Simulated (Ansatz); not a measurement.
A made-up structure of Al$_{2}$H$_{2}$Cl$_{2}$, closed shell:

| atom | x (Å) | y (Å) | z (Å) |
| --- | --- | --- | --- |
| Al1 | -0.7958 | 1.0721 | -0.4248 |
| Al2 | 0.6705 | -0.9075 | 0.3554 |
| Cl3 | 1.6716 | -0.8972 | 2.2027 |
| Cl4 | 1.7641 | -1.0055 | 4.2377 |
| H5 | -1.5298 | 1.0205 | -1.8308 |
| H6 | -0.9650 | 2.3481 | 0.5035 |

It is relaxed with PBE-D4/def2-SVP and then PBE0-D4/def2-TZVP (Ansatz 0.2.0). Atoms count as bonded within 1.22 times the sum of their covalent radii (H–H: 0.88 Å). The end point is not checked to be a true minimum.

(1) Does its bonding change? (A judgement: the text doesn't fix the answer.)

## Answers

(1) By the calculation: Yes. Formed: Al1–Cl4, Al2–Cl4; broken: Cl3–Cl4.

Where it ends: The first stage lowers the energy by 5.74 eV in 30 steps. It ends as Al₂H₂Cl₂ ([Cl][Al]1[AlH2][Cl]1):
| atom | x (Å) | y (Å) | z (Å) |
| --- | --- | --- | --- |
| Al1 | -0.6997 | 0.9925 | 0.3333 |
| Al2 | 1.2951 | -0.4989 | 0.6977 |
| Cl3 | 2.8133 | -1.7519 | 1.4123 |
| Cl4 | -0.1733 | 0.0497 | 2.4575 |
| H5 | -1.9971 | 0.2921 | -0.2338 |
| H6 | -0.4227 | 2.5470 | 0.3769 |

Labels in which every atom is bracketed show which atoms are joined, not bond orders.

For scale, one of the runs: PBE0-D4/def2-TZVP relaxation, 160 basis functions, launched by `ansatz run in.yaml --threads 2 --pin off --events-out ev --progress --plain --max-ram 4352MiB`. Hardware: 2 CPU threads of an Intel Xeon Platinum 8259CL, shared host. Wall time about 42 s.
